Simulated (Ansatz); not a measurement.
```yaml
crystal:
  periodic: [false, false, false]
  atoms:
    - {symbol: B, position_ang: [0.785507, 2.130447, 2.908452]}
    - {symbol: C, position_ang: [-0.535403, 0.388537, 0.089155]}
    - {symbol: O, position_ang: [1.269786, -2.053000, -0.644200]}
    - {symbol: C, position_ang: [0.240501, -3.524853, -2.988551]}
    - {symbol: N, position_ang: [-1.093361, -5.003949, -4.779803]}
    - {symbol: H, position_ang: [-0.475612, 4.349629, 3.349961]}
    - {symbol: H, position_ang: [3.120185, 1.707504, 3.833655]}
    - {symbol: H, position_ang: [-2.641458, 0.097073, 0.743907]}
    - {symbol: H, position_ang: [-0.970656, 1.658968, -1.978720]}
basis:
  gaussian: {orbitals: STO-3G, final_grid: {core_spheres: 5, valence_spheres: 4, degree: 11}, point_charges: [{charge: 1.00, position_ang: [4.954, 0.082, 0.970]}]}
hamiltonian: {xc: {name: r2SCAN50}}
```

```sh
$ ansatz run in.yaml --threads 2 --pin off --events-out ev --progress --plain --max-ram 4352MiB
```

Shortened log:

```
Functional definition: r2SCAN50
359 factors; integrals over basis functions are off by at most 7.4e-5 eV
mean field evaluation 1: about -6131.1816 eV, gradient 4.1e1 eV
mean field evaluation 2: about -5587.0437 eV, gradient 6.4e1 eV
mean field evaluation 4: about -6136.8823 eV, gradient 3.3e1 eV
mean field evaluation 8: about -6138.1665 eV, gradient 3.3e1 eV
mean field evaluation 16: about -6203.2034 eV, gradient 1.0e1 eV
mean field evaluation 32: about -6204.1798 eV, gradient 1.5e-4 eV
mean field evaluation 64: about -6204.1770 eV, gradient 1.8e-3 eV
mean field -6204.18267011 eV, -227.9995077804 hartree, gradient 1.4e-6 eV, S^2 0.000000; 12 other end points of the search recorded, 0 dependent functions left out
reference -6204.18268323 eV, -227.9995082627 hartree; 18, 18 occupied and 11, 11 virtual orbitals, 359 factors
Total energy: -6204.18268323 eV, -227.9995082627 hartree
```

(1) What is wrong with this run?

Results:

(1) The geometry is stretched to more than twice its size. Self-consistency was reached. The result belongs to that input, not to the molecule as meant.
